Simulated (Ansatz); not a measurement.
A made-up structure of BGeH$_{5}$O, singlet:

```
8
angstrom
O -1.5135 0.5858 -1.1456
B -0.1863 0.4117 -0.9906
Ge 0.6440 -0.3558 0.7543
H -2.0400 0.3260 -0.3840
H -2.4226 0.9089 -1.0455
H -0.4469 -0.6810 1.8011
H 1.4276 -1.6542 0.4880
H 1.6231 0.6392 1.4038
```

It is relaxed with PBE-D4/def2-SVP and then PBE0-D4/def2-TZVP (Ansatz 0.2.0). Atoms count as bonded within 1.22 times the sum of their covalent radii (H–H: 0.88 Å). The end point is not checked to be a true minimum.

(1) Does its bonding change? (Judge from chemistry; the calculation decides.)

Results:

(1) The calculation gives: Yes. Formed: H4–H6; broken: O1–H4, Ge3–H6.

Where it ends: The first stage lowers the energy by 5.45 eV in 43 steps. It ends as a complex of BGeH₃O ([OH][B][GeH2]) + H₂:
```xyz
8
angstrom
O -1.1088 1.1041 -1.2222
B -0.1528 0.5895 -0.5157
Ge 1.0644 0.1168 0.9860
H -2.6872 -0.8825 1.3239
H -1.2015 0.8688 -2.1515
H -2.0653 -0.6273 1.6505
H 0.8951 -1.4174 0.6858
H 2.3415 0.4285 0.1246
```

Labels in which every atom is bracketed show which atoms are joined, not bond orders.

For scale, one of the runs: PBE0-D4/def2-TZVP relaxation, 140 basis functions, launched by `ansatz run in.yaml --threads 2 --pin off --events-out ev --progress --plain --max-ram 4352MiB`. Hardware: 2 CPU threads of an Arm Neoverse V1, shared host. Wall time about 110 s.
